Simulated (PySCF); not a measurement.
C3H5FOSi. Atoms are numbered in the order given.

```xyz
11

C      2.5409     0.6620    -0.8561
C      1.3404     0.5465    -0.6178
Si    -0.4543     0.3843    -0.2434
O     -1.0041     1.6868     0.6669
C     -0.7599    -1.1376     0.8514
F     -0.4513    -2.2882     0.1255
H      3.5984     0.7574    -1.0677
H     -1.1812     0.2407    -1.5493
H     -0.7347     2.5652     0.3471
H     -1.8246    -1.1756     1.1786
H     -0.1313    -1.0946     1.7696
```
Charge 0, spin multiplicity 1.

Coordinates come from a PBE-D3(BJ)/def2-SVP optimisation. The structure was generated by enumeration; whether it is a known compound was not checked. The values are those of a single conformer.

Computed with PBE/def2-TZVP in PySCF.

ESP charges are fitted to the potential on shells at 1.4 to 2.0 van der Waals radii. Atomic charges (e):

| atom | Löwdin | ESP fit | Mulliken |
|---|---|---|---|
| C1 | ? | -0.30 | -0.16 |
| C2 | -0.19 | -0.20 | -0.14 |
| Si3 | ? | 0.64 | 0.39 |
| O4 | -0.11 | -0.67 | -0.49 |
| C5 | ? | -0.07 | -0.08 |
| F6 | 0.09 | -0.21 | -0.21 |
| H7 | ? | 0.29 | 0.17 |
| H8 | -0.02 | -0.11 | -0.04 |
| H9 | 0.18 | 0.43 | 0.32 |
| H10 | ? | 0.10 | 0.11 |
| H11 | ? | 0.10 | 0.11 |

Question: Fill in the missing entries. (Estimate from the structure and the level; the computed values follow.)

Answer: 
- C1, Löwdin: -0.08
- Si3, Löwdin: 0.17
- C5, Löwdin: -0.43
- H7, Löwdin: 0.13
- H10, Löwdin: 0.13
- H11, Löwdin: 0.13

Question: Give the Mayer and Wiberg (Löwdin basis) orders of the bonds. (Estimate from the structure and the level; the computed values follow.)

Answer: 
| bond | Mayer | Wiberg |
|---|---|---|
| C1–C2 | 2.66 | 2.99 |
| C2–Si3 | 1.01 | 1.14 |
| Si3–O4 | 1.23 | 1.65 |
| Si3–C5 | 0.97 | 1.09 |
| C5–F6 | 0.99 | 1.66 |
| C1–H7 | 0.98 | 0.92 |
| Si3–H8 | 0.91 | 0.88 |
| O4–H9 | 0.88 | 1.01 |
| C5–H10 | 0.93 | 0.89 |
| C5–H11 | 0.93 | 0.89 |
